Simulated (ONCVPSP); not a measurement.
**PBE ONCV dataset for Zr (Z = 40), fully relativistic all-electron reference.**

ONCVPSP 4.0.1 was run on this input:

```
# ATOM AND REFERENCE CONFIGURATION
# atsym  z   nc   nv     iexc    psfile
  Zr 40.00    7    4        4      upf
#
#   n    l    f
    1    0    2.00
    2    0    2.00
    2    1    6.00
    3    0    2.00
    3    1    6.00
    3    2   10.00
    4    0    2.00
    4    1    6.00
    4    2    2.00
    5    0    1.00
    5    1    1.00
#
# PSEUDOPOTENTIAL AND OPTIMIZATION
# lmax
    2
#
#   l,   rc,      ep,       ncon, nbas, qcut
    0    3.05    0.00    4    7    2.20
    1    2.00    0.00    4    7    7.60
    2    1.75    0.00    3    8    5.90
#
# LOCAL POTENTIAL
# lloc, lpopt,  rc(5),   dvloc0
    4    5    1.60    2.00
#
# VANDERBILT-KLEINMAN-BYLANDER PROJECTORs
# l, nproj, debl
    0    1    0.30
    1    2    3.40
    2    3    3.20
#
# MODEL CORE CHARGE
# icmod, fcfact, rcfact
    3    2.25    1.35
#
# LOG DERIVATIVE ANALYSIS
# epsh1, epsh2, depsh
   -3.00    5.00    0.02
#
# OUTPUT GRID
# rlmax, drl
    6.00    0.01
#
# TEST CONFIGURATIONS
# ncnf
    4
# nvcnf
#   n    l    f
    4
    4    1    6.00
    4    2    2.00
    5    0    2.00
    5    1    0.00
#
    4
    4    1    6.00
    4    2    2.00
    5    0    1.00
    5    1    0.00
#
    4
    4    1    6.00
    4    2    2.00
    5    0    0.00
    5    1    0.00
#
    4
    4    1    6.00
    4    2    2.00
    5    0    1.50
    5    1    0.00
#
```

Command:

```bash
oncvpspr.x < Zr.dat > Zr.out
```

Resulting log (shortened: citation, most of the input echo, consistency checks and plot data are left out):

```
ONCVPSP  (Optimized Norm-Conservinng Vanderbilt PSeudopotential)
relativistic version 4.0.1

#   n    l    f        energy (Ha)
    1    0    2.00    -6.5481820D+02
    2    0    2.00    -9.0753497D+01
    2    1    6.00    -7.9921994D+01    -8.3077227D+01
    3    0    2.00    -1.4912177D+01
    3    1    6.00    -1.1552546D+01    -1.2054842D+01
    3    2   10.00    -6.4247603D+00    -6.5165127D+00
    4    0    2.00    -2.0476033D+00
    4    1    6.00    -1.2170247D+00    -1.2822496D+00
    4    2    2.00    -1.6898027D-01    -1.7393425D-01
    5    0    1.00    -1.8946831D-01
    5    1    1.00    -7.3871846D-02    -7.7849924D-02

Reference configufation results
  iterations    25
  all-electron total energy (Ha)   -3.59884429D+03

Begin loop to  construct optimized pseudo wave functions
and semi-local pseudopoentials for all angular momenta

Calculating optimized projector #   1

 for l=   0

    Fraction of norm inside rc  0.349006
    Optimizing pswf for qcut=   2.19 a_B^-1,  ecut=   2.41 Ha
    Residual kinetic energy error=  6.46D-04 Ha

    Energy error per electron        Cutoff
         Ha          eV             Ha
         0.01000     0.27211        1.33
         0.00100     0.02721        2.35
         0.00010     0.00272        5.77
         0.00001     0.00027       11.33

Calculating optimized projector #   1

 for l=   1

    Fraction of norm inside rc  0.889735
    Optimizing pswf for qcut=   7.61 a_B^-1,  ecut=  28.92 Ha
    Residual kinetic energy error=  5.70D-08 Ha

    Energy error per electron        Cutoff
         Ha          eV             Ha
         0.01000     0.27211        7.20
         0.00100     0.02721        9.44
         0.00010     0.00272       17.28
         0.00001     0.00027       21.53

Calculating optimized projector #   2

 for l=   1

    Fraction of norm inside rc  0.029339
    Optimizing pswf for qcut=   7.61 a_B^-1,  ecut=  28.92 Ha
    Residual kinetic energy error=  1.74D-08 Ha

    Energy error per electron        Cutoff
         Ha          eV             Ha
         0.01000     0.27211        4.91
         0.00100     0.02721        7.38
         0.00010     0.00272       10.51
         0.00001     0.00027       19.93

Calculating optimized projector #   1

 for l=   1

    Fraction of norm inside rc  0.901966
    Optimizing pswf for qcut=   7.61 a_B^-1,  ecut=  28.92 Ha
    Residual kinetic energy error=  5.21D-08 Ha

    Energy error per electron        Cutoff
         Ha          eV             Ha
         0.01000     0.27211        7.71
         0.00100     0.02721        9.87
         0.00010     0.00272       15.37
         0.00001     0.00027       20.92

Calculating optimized projector #   2

 for l=   1

    Fraction of norm inside rc  0.030383
    Optimizing pswf for qcut=   7.61 a_B^-1,  ecut=  28.92 Ha
    Residual kinetic energy error=  1.94D-08 Ha

    Energy error per electron        Cutoff
         Ha          eV             Ha
         0.01000     0.27211        5.21
         0.00100     0.02721        7.83
         0.00010     0.00272       10.25
         0.00001     0.00027       19.59

   Wellstate for l =  2  n =  6 kap= -3
     eigenvalue =   3.0310
     asymptotic potential =   3.5310
     half-point radius =  3.2282

   Wellstate for l =  2  n =  7 kap= -3
     eigenvalue =   6.2310
     asymptotic potential =   6.7310
     half-point radius =  3.0376

Calculating optimized projector #   1

 for l=   2

    Fraction of norm inside rc  0.382044
    Optimizing pswf for qcut=   5.91 a_B^-1,  ecut=  17.44 Ha
    Residual kinetic energy error=  7.13D-05 Ha

    Energy error per electron        Cutoff
         Ha          eV             Ha
         0.01000     0.27211       10.42
         0.00100     0.02721       13.89
         0.00010     0.00272       17.10
         0.00001     0.00027       58.06

Calculating optimized projector #   2

 for l=   2

    Fraction of norm inside rc  0.121144
    Optimizing pswf for qcut=   5.91 a_B^-1,  ecut=  17.44 Ha
    Residual kinetic energy error=  1.55D-03 Ha

    Energy error per electron        Cutoff
         Ha          eV             Ha
         0.01000     0.27211       14.00
         0.00100     0.02721       18.32
         0.00010     0.00272       44.34
         0.00001     0.00027      103.66

Calculating optimized projector #   3

 for l=   2

    Fraction of norm inside rc  0.129664
    Optimizing pswf for qcut=   5.91 a_B^-1,  ecut=  17.44 Ha
    Residual kinetic energy error=  7.00D-03 Ha

    Energy error per electron        Cutoff
         Ha          eV             Ha
         0.01000     0.27211       16.82
         0.00100     0.02721       22.61
         0.00010     0.00272       45.88
         0.00001     0.00027      103.68

   Wellstate for l =  2  n =  6 kap=  2
     eigenvalue =   3.0261

   Wellstate for l =  2  n =  7 kap=  2
     eigenvalue =   6.2263

Calculating optimized projector #   1

 for l=   2

    Fraction of norm inside rc  0.390648
    Optimizing pswf for qcut=   5.91 a_B^-1,  ecut=  17.44 Ha
    Residual kinetic energy error=  7.92D-05 Ha

    Energy error per electron        Cutoff
         Ha          eV             Ha
         0.01000     0.27211       10.54
         0.00100     0.02721       14.02
         0.00010     0.00272       17.25
         0.00001     0.00027       64.35

Calculating optimized projector #   2

 for l=   2

    Fraction of norm inside rc  0.121834
    Optimizing pswf for qcut=   5.91 a_B^-1,  ecut=  17.44 Ha
    Residual kinetic energy error=  1.66D-03 Ha

    Energy error per electron        Cutoff
         Ha          eV             Ha
         0.01000     0.27211       14.12
         0.00100     0.02721       18.52
         0.00010     0.00272       45.88
         0.00001     0.00027      104.31

Calculating optimized projector #   3

 for l=   2

    Fraction of norm inside rc  0.130738
    Optimizing pswf for qcut=   5.91 a_B^-1,  ecut=  17.44 Ha
    Residual kinetic energy error=  7.55D-03 Ha

    Energy error per electron        Cutoff
         Ha          eV             Ha
         0.01000     0.27211       16.96
         0.00100     0.02721       22.90
         0.00010     0.00272       47.43
         0.00001     0.00027      111.19

Construct Vanderbilt / Kleinmman-Bylander projectors

B matrix Hermiticity error, ll=  1  kap= -2
   1   2    5.4451D-05

  Orthonormal projector coefficients  1.9386E+00 -2.0344E-01

B matrix Hermiticity error, ll=  1  kap=  1
   1   2    5.9515D-05

  Orthonormal projector coefficients  1.7420E+00 -2.7683E-01

B matrix Hermiticity error, ll=  2  kap= -3
   1   2   -2.2134D-04
   1   3    2.5266D-04
   2   3    2.3986D-04

  Orthonormal projector coefficients -1.4265E+01 -1.1818E+00 -5.3259E-01

B matrix Hermiticity error, ll=  2  kap=  2
   1   2   -2.2390D-04
   1   3    2.5564D-04
   2   3    2.4186D-04

  Orthonormal projector coefficients -9.5175E+00 -1.2188E+00 -5.4749E-01

 Orthonormal scalar projector coefficients, l =  1
  1.8718E+00 -2.2650E-01 -1.2751E-04  4.1661E-05

 Orthonormal spin-orbit projector coefficients, l =  1
  1.7507E-01  1.0304E-02 -4.1022E-03 -1.2174E-03

 Orthonormal scalar projector coefficients, l =  2
 -1.2364E+01 -1.1963E+00 -5.3914E-01 -1.3797E-03 -2.1213E-04 -4.1557E-07

 Orthonormal spin-orbit projector coefficients, l =  2
 -1.9071E+00  2.5648E-02  1.2687E-02 -1.1805E-02  2.2722E-03 -1.7264E-05

Model core correction analysis
  based on d2Exc/dn_idn_j

d2excae - all-electron derivatives

   -2.196732D-02   -1.275349D-02   -2.411351D-03   -9.715851D-04
   -1.275346D-02   -1.519550D-02   -1.054683D-02   -5.521671D-03
   -2.411071D-03   -1.054556D-02   -2.109037D-02   -1.641371D-02
   -9.715245D-04   -5.520241D-03   -1.641103D-02   -1.940858D-02

d2excps - pseudofunction derivatives with no core correction

   -3.734023D-02   -2.011868D-02   -3.066494D-03   -1.601915D-03
   -2.011885D-02   -2.211652D-02   -1.434875D-02   -7.054067D-03
   -3.065496D-03   -1.434582D-02   -2.718837D-02   -2.106255D-02
   -1.601728D-03   -7.049704D-03   -2.105591D-02   -2.511123D-02

rms 2nd derivative error    5.814048E-03

rmatch, rhocmatch    0.9292    5.5754

Teter function model core charge with specified parameters

d2excps - pseudofunction derivatives with core correction

   -3.287366D-02   -1.921912D-02   -3.064690D-03   -1.320725D-03
   -1.921916D-02   -2.197318D-02   -1.435578D-02   -6.990585D-03
   -3.063701D-03   -1.435284D-02   -2.718761D-02   -2.106089D-02
   -1.320472D-03   -6.986224D-03   -2.105424D-02   -2.509418D-02

rms 2nd derivative error    4.972170E-03

Pseudoatom total energy  -30.361793

Diagnostic tests using Vanderbilt-Kleinman-Bylander pseudopotentials
  relativistic with J = L +/- 1/2 projectors

   l  kap   rcore       rmatch      e in        delta e    norm test   slope test

   0  -1   3.0557796   3.1485597  -0.1894683  -0.0000003   1.0000002   1.0000480

   1  -2   2.0103116   2.0713490  -1.2170247  -0.0000018   1.0000979   1.0001054
   1   1   2.0103116   2.0713490  -1.2822496  -0.0000001   1.0001044   1.0001039
   1  -2   2.0103116   2.0713490  -0.0738718   0.0000009   1.0000266   1.0000235
   1   1   2.0103116   2.0713490  -0.0778499   0.0000026   1.0000420   1.0000390

   2  -3   1.7519020   1.8050936  -0.1689803  -0.0000334   0.9999819   0.9995592
   2   2   1.7519020   1.8050936  -0.1739342  -0.0000201   1.0000027   0.9995326
   2  -3   1.7519020   1.8050936   3.0310197  -0.0000747   1.0003436   1.0003436
   2   2   1.7519020   1.8050936   3.0262613  -0.0000742   1.0003398   1.0003398
   2  -3   1.7519020   1.8050936   6.2310197  -0.0000998   1.0005572   1.0005572
   2   2   1.7519020   1.8050936   6.2259790  -0.0000827   1.0004680   1.0004680

Diagnostic tests using Vanderbilt-Kleinman-Bylander pseudopotentials
  relativistic with scalar and spin-orbit non-local projectors

   l  kap   rcore       rmatch      e in        delta e    norm test   slope test

   0  -1   3.0557796   3.1485597  -0.1894683  -0.0000003   1.0000002   1.0000480

   1  -2   2.0103116   2.0713490  -1.2170247  -0.0000055   1.0000953   1.0001003
   1   1   2.0103116   2.0713490  -1.2822496  -0.0000035   1.0001013   1.0000987
   1  -2   2.0103116   2.0713490  -0.0738718   0.0000013   1.0000402   1.0000244
   1   1   2.0103116   2.0713490  -0.0778499   0.0000030   1.0000556   1.0000397

   2  -3   1.7519020   1.8050936  -0.1689803   0.0000358   1.0000662   1.0006793
   2   2   1.7519020   1.8050936  -0.1739342   0.0000491   1.0000825   1.0005555
   2  -3   1.7519020   1.8050936   3.0310197  -0.0000669   1.0003358   1.0003358
   2   2   1.7519020   1.8050936   3.0262613  -0.0000659   1.0003315   1.0003315
   2  -3   1.7519020   1.8050936   6.2310197  -0.0000132   1.0005499   1.0005499
   2   2   1.7519020   1.8050936   6.2259790   0.0000035   1.0004608   1.0004608

Ghost test for J = L + 1/2

 Testing for bound ghosts
   n   l    E NL Schr. Eq   E Basis Diag.   E Cutoff

       0                       -1.764653     13.37  WARNING - GHOST(-)
   1   0       -0.189469       -0.188268     13.37

   2   1       -1.217027       -1.217021     55.37
   3   1       -0.073871        0.012986     55.37

   3   2       -0.169014       -0.156578    144.09

 Testing for highly-localized positive-energy ghosts
       l    <radius>/rc     E Basis Diag.   E Cutoff

Ghost test for J = L - 1/2

 Testing for bound ghosts
   n   l    E NL Schr. Eq   E Basis Diag.   E Cutoff

       0                       -1.764653     13.37  WARNING - GHOST(-)
   1   0       -0.189469       -0.188268     13.37

   2   1       -1.282250       -1.282246     55.37
   3   1       -0.077847        0.003556     55.37

   3   2       -0.173954       -0.162123    144.09

 Testing for highly-localized positive-energy ghosts
       l    <radius>/rc     E Basis Diag.   E Cutoff

Test configuration 0

   n   l kap    f        eae           eps        diff
   1   0  -1  2.0000 -654.81820163
   2   0  -1  2.0000  -90.75349714
   2   1  -2  4.0000  -79.92199362
   2   1   1  2.0000  -83.07722658
   3   0  -1  2.0000  -14.91217750
   3   1  -2  4.0000  -11.55254578
   3   1   1  2.0000  -12.05484175
   3   2  -3  6.0000   -6.42476027
   3   2   2  4.0000   -6.51651273
   4   0  -1  2.0000   -2.04760333
   4   1  -2  4.0000   -1.21702474   -1.21702656   -1.82E-06
   4   1   1  2.0000   -1.28224957   -1.28224967   -1.03E-07
   4   2  -3  1.2000   -0.16898027   -0.16901367   -3.34E-05
   4   2   2  0.8000   -0.17393425   -0.17395437   -2.01E-05
   5   0  -1  1.0000   -0.18946831   -0.18946858   -2.65E-07
   5   1  -2  0.6667   -0.07387185   -0.07387092    9.30E-07
   5   1   1  0.3333   -0.07784992   -0.07784734    2.59E-06

    Total energies and differences
      AE_ref= -3.59884429E+03  AE_tst= -3.59884429E+03  dif=  0.00E+00
      PS_ref= -3.03617927E+01  PS_tst= -3.03617927E+01  dif=  3.55E-15
      PSP excitation error= -3.55E-15

Test configuration 1

   n   l kap    f        eae           eps        diff
   1   0  -1  2.0000 -654.77211931
   2   0  -1  2.0000  -90.70836883
   2   1  -2  4.0000  -79.87686378
   2   1   1  2.0000  -83.03208626
   3   0  -1  2.0000  -14.86673142
   3   1  -2  4.0000  -11.50712490
   3   1   1  2.0000  -12.00941668
   3   2  -3  6.0000   -6.37942064
   3   2   2  4.0000   -6.47117294
   4   0  -1  2.0000   -2.00212080
   4   1  -2  4.0000   -1.17174569   -1.17530938   -3.56E-03
   4   1   1  2.0000   -1.23692299   -1.24066475   -3.74E-03
   4   2  -3  1.2000   -0.13039644   -0.13157180   -1.18E-03
   4   2   2  0.8000   -0.13513378   -0.13633411   -1.20E-03
   5   0  -1  2.0000   -0.16313057   -0.16290358    2.27E-04
   5   1  -2  0.0000   -0.05286461   -0.05286461    0.00E+00
   5   1   1  0.0000   -0.05645211   -0.05645211    0.00E+00

    Total energies and differences
      AE_ref= -3.59884429E+03  AE_tst= -3.59895598E+03  dif= -1.12E-01
      PS_ref= -3.03617927E+01  PS_tst= -3.04733660E+01  dif= -1.12E-01
      PSP excitation error= -1.21E-04

Test configuration 2

   n   l kap    f        eae           eps        diff
   1   0  -1  2.0000 -655.02003005
   2   0  -1  2.0000  -90.95380611
   2   1  -2  4.0000  -80.12245378
   2   1   1  2.0000  -83.27772176
   3   0  -1  2.0000  -15.11233182
   3   1  -2  4.0000  -11.75269547
   3   1   1  2.0000  -12.25499819
   3   2  -3  6.0000   -6.62482104
   3   2   2  4.0000   -6.71657545
   4   0  -1  2.0000   -2.24737720
   4   1  -2  4.0000   -1.41719108   -1.41778141   -5.90E-04
   4   1   1  2.0000   -1.48235187   -1.48298444   -6.33E-04
   4   2  -3  1.2000   -0.36476599   -0.36486575   -9.98E-05
   4   2   2  0.8000   -0.36995486   -0.37004863   -9.38E-05
   5   0  -1  1.0000   -0.36541470   -0.36527570    1.39E-04
   5   1  -2  0.0000   -0.22823644   -0.22823644    0.00E+00
   5   1   1  0.0000   -0.23406793   -0.23406793    0.00E+00

    Total energies and differences
      AE_ref= -3.59884429E+03  AE_tst= -3.59869368E+03  dif=  1.51E-01
      PS_ref= -3.03617927E+01  PS_tst= -3.02112345E+01  dif=  1.51E-01
      PSP excitation error=  4.92E-05

Test configuration 3

psatom_r: WARNING lschvkbb convergence error n,l,kap,iter=   1   0  -1

/
ea(ii),et,emin,emax -5.284440E-01 -5.384182E-01 -5.384182E-01 -5.384182E-01

psatom_r: WARNING lschvkbb convergence error n,l,kap,iter=   1   0  -1

1
ea(ii),et,emin,emax -5.419845E-01 -5.580307E-01 -5.580307E-01 -5.580307E-01

psatom_r: WARNING lschvkbb convergence error n,l,kap,iter=   1   0  -1

2
ea(ii),et,emin,emax -5.419845E-01 -5.624848E-01 -5.624848E-01 -5.624848E-01

   n   l kap    f        eae           eps        diff
   1   0  -1  2.0000 -655.31301457
   2   0  -1  2.0000  -91.24358012
   2   1  -2  4.0000  -80.41241935
   2   1   1  2.0000  -83.56774675
   3   0  -1  2.0000  -15.40190335
   3   1  -2  4.0000  -12.04221022
   3   1   1  2.0000  -12.54454462
   3   2  -3  6.0000   -6.91413765
   3   2   2  4.0000   -7.00590080
   4   0  -1  2.0000   -2.53426599
   4   1  -2  4.0000   -1.70291057   -1.69891732    3.99E-03
   4   1   1  2.0000   -1.76831277   -1.76415241    4.16E-03
   4   2  -3  1.2000   -0.63341270   -0.63136515    2.05E-03
   4   2   2  0.8000   -0.63912168   -0.63703231    2.09E-03
   5   0  -1  0.0000   -0.58927873   -0.58927873    0.00E+00
   5   1  -2  0.0000   -0.42608930   -0.42608930    0.00E+00
   5   1   1  0.0000   -0.43425256   -0.43425256    0.00E+00

    Total energies and differences
      AE_ref= -3.59884429E+03  AE_tst= -3.59821814E+03  dif=  6.26E-01
      PS_ref= -3.03617927E+01  PS_tst= -2.97359410E+01  dif=  6.26E-01
      PSP excitation error=  2.96E-04

Test configuration 4

   n   l kap    f        eae           eps        diff
   1   0  -1  2.0000 -654.89000251
   2   0  -1  2.0000  -90.82511375
   2   1  -2  4.0000  -79.99367941
   2   1   1  2.0000  -83.14892274
   3   0  -1  2.0000  -14.98359806
   3   1  -2  4.0000  -11.62397973
   3   1   1  2.0000  -12.12627463
   3   2  -3  6.0000   -6.49619468
   3   2   2  4.0000   -6.58794729
   4   0  -1  2.0000   -2.11905787
   4   1  -2  4.0000   -1.28890087   -1.29118214   -2.28E-03
   4   1   1  2.0000   -1.35404568   -1.35644671   -2.40E-03
   4   2  -3  1.2000   -0.24283644   -0.24358591   -7.49E-04
   4   2   2  0.8000   -0.24778899   -0.24854888   -7.60E-04
   5   0  -1  1.5000   -0.26132363   -0.26115959    1.64E-04
   5   1  -2  0.0000   -0.13714500   -0.13714500    0.00E+00
   5   1   1  0.0000   -0.14188216   -0.14188216    0.00E+00

    Total energies and differences
      AE_ref= -3.59884429E+03  AE_tst= -3.59885014E+03  dif= -5.86E-03
      PS_ref= -3.03617927E+01  PS_tst= -3.03676267E+01  dif= -5.83E-03
      PSP excitation error= -2.38E-05
```

Note: ghosts flagged at negative energy: s at -48.0 eV; no localised positive-energy state flagged. A true bound ghost makes a file unfit for plane-wave use.

The run took about 11 s on one core of a shared server CPU.
